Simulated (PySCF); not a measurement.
A structure optimised at ωB97X-D3(BJ)/def2-SVP, used in a PySCF frequency run:

```
C
Cl 1 1.7608
Cl 1 1.7608 2 109.85
Br 1 1.9287 2 109.45 3 -120.19
Br 1 1.9287 2 109.45 3 120.19
```

Question: Write its SMILES, formula and point group.

Answer: ClC(Cl)(Br)Br, CBr2Cl2, C2v

Question: What are its rotational constants (standard atomic weights)?

Answer: 1.3573, 0.93208, 0.81505 GHz
